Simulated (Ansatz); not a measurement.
A made-up structure of CH$_{5}$AlGe, singlet:

```
8
angstrom
C -0.5634 0.3182 -0.7094
Al 0.1195 1.2426 0.8478
Ge 0.5683 -1.0252 0.3409
H -1.6195 0.0521 -0.7817
H -0.1791 0.5439 -1.7057
H 0.1435 2.6235 1.6190
H 1.7827 -1.5302 -0.4572
H 0.9852 2.0676 1.7859
```

It is relaxed with PBE-D4/def2-SVP and then PBE0-D4/def2-TZVP (Ansatz 0.2.0). Atoms count as bonded within 1.22 times the sum of their covalent radii (H–H: 0.88 Å). The end point is not checked to be a true minimum.

(1) Does its bonding change? (Judge from chemistry; the calculation decides.)

## Answers

(1) The calculation gives: Yes. Formed: Al2–H7, Ge3–H8; broken: none.

Where it ends: The first stage lowers the energy by 3.64 eV in 32 steps. It ends as CH₅AlGe ([H]1[AlH]23[H][Ge]12[CH2]3):
```json
{"atom": "C1", "x (Å)": "-0.7345", "y (Å)": "0.1783", "z (Å)": "-0.4662"}
{"atom": "Al2", "x (Å)": "0.3919", "y (Å)": "1.4668", "z (Å)": "0.3768"}
{"atom": "Ge3", "x (Å)": "0.8253", "y (Å)": "-0.9412", "z (Å)": "0.3408"}
{"atom": "H4", "x (Å)": "-1.6914", "y (Å)": "-0.1022", "z (Å)": "-0.0284"}
{"atom": "H5", "x (Å)": "-0.7680", "y (Å)": "0.0868", "z (Å)": "-1.5509"}
{"atom": "H6", "x (Å)": "0.7227", "y (Å)": "2.9557", "z (Å)": "0.7622"}
{"atom": "H7", "x (Å)": "1.8006", "y (Å)": "0.4377", "z (Å)": "-0.1628"}
{"atom": "H8", "x (Å)": "0.6904", "y (Å)": "0.2105", "z (Å)": "1.6680"}
```

Labels in which every atom is bracketed show which atoms are joined, not bond orders.

For scale, one of the runs: PBE0-D4/def2-TZVP relaxation, 146 basis functions, launched by `ansatz run in.yaml --threads 2 --pin off --events-out ev --progress --plain --max-ram 4352MiB`. The run took about 26 s on 2 CPU threads of an Intel Xeon Platinum 8259CL (shared host).
